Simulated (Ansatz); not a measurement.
ClGaH$_{2}$O, SMILES `[OH][GaH][Cl]`, relaxed with RKS PBE-D4/def2-SVP in Ansatz from a rough embedded geometry. The force threshold is 0.03 eV/Å; the program also tests the step.

The species carries charge 0 and has multiplicity 1.

Start:

```xyz
5

O    -1.053    0.484   -0.353
Ga    0.066    0.072    0.585
Cl    2.193    0.007   -0.474
H    -1.025    0.045   -1.180
H    -0.180   -0.608    1.421
```

| step | energy (eV) | largest force (eV/Å) | largest move (Å) |
| --- | --- | --- | --- |
| 1 | -66949.6417 | 16.750 | 0.000 |
| 2 | -66953.4203 | 6.524 | 0.191 |
| 3 | -66954.6716 | 1.505 | 0.200 |
| 4 | -66954.8642 | 0.490 | 0.200 |
| 5 (rejected) | -66954.8409 | 2.442 | 0.200 |
| 6 | -66954.9095 | 0.139 | 0.099 |
| 7 | -66954.9213 | 0.191 | 0.100 |
| 8 | -66954.9261 | 0.033 | 0.034 |
| 9 | -66954.9263 | 0.012 | 0.015 |

End:

```xyz
5

O    -1.254    0.226   -0.540
Ga    0.164   -0.148    0.491
Cl    2.097    0.013   -0.479
H    -0.994    0.468   -1.450
H    -0.013   -0.559    1.979
```

Run time 11 s (2 threads of a server CPU on a shared host); peak host memory 0.17 GiB.
